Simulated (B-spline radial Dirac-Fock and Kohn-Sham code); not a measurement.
# Compton profile of Tl²⁴⁺

System: Tl²⁴⁺ in the configuration [Kr] 4d10 4f11.

Calculated with an atomic code on a B-spline grid, using the impulse approximation on relativistic Hartree-Fock (Dirac-Fock) wave functions, averaged over the configuration. pz is in atomic units of momentum; subshell profiles are per electron, for a selection of subshells; open shells are spread over both j values by their weights.

```csv
pz,J total,J 2s1/2,J 2p1/2,J 4p3/2,J 4f7/2
0,3.032,0.0320,0.0155,0.0939,0.0566
0.5,3.023,0.0319,0.0155,0.0939,0.0566
0.6,3.020,0.0319,0.0155,0.0938,0.0566
0.8,3.011,0.0319,0.0155,0.0937,0.0566
1,2.998,0.0318,0.0155,0.0935,0.0566
1.2,2.984,0.0318,0.0155,0.0932,0.0566
1.4,2.966,0.0317,0.0155,0.0926,0.0566
1.6,2.945,0.0316,0.0155,0.0918,0.0566
1.8,2.921,0.0315,0.0155,0.0907,0.0566
2,2.894,0.0314,0.0155,0.0893,0.0566
2.5,2.813,0.0311,0.0155,0.0841,0.0565
3,2.710,0.0308,0.0155,0.0767,0.0562
4,2.443,0.0299,0.0155,0.0570,0.0545
5,2.120,0.0287,0.0155,0.0365,0.0506
7,1.479,0.0260,0.0154,0.0118,0.0368
10,0.8664,0.0211,0.0151,0.00669,0.0170
15,0.4353,0.0129,0.0139,0.00358,0.00360
20,0.2454,0.00674,0.0119,0.000846,0.000750
30,0.09534,0.00156,0.00724,0.000423,4.37e-05
40,0.04463,0.000798,0.00381,0.000267,3.96e-06
60,0.01430,0.000699,0.000973,5.43e-05,< 1e-6
100,0.003062,0.000235,9.77e-05,3.05e-06,< 1e-6
```

J(0) = 3.032. The 4d5/2 subshell gives the largest part, 14 %.

Mean momentum ⟨p⟩ by subshell (a.u.): 1s1/2 88.8, 2s1/2 31.7, 2p1/2 41.5, 2p3/2 35.6, 3s1/2 16.0, 3p1/2 19.0, 3p3/2 17.3, 3d3/2 20.8, 3d5/2 20.2, 4s1/2 8.49, 4p1/2 9.56, 4p3/2 8.87, 4d3/2 9.93, 4d5/2 9.70, 4f5/2 10.5, 4f7/2 10.4.
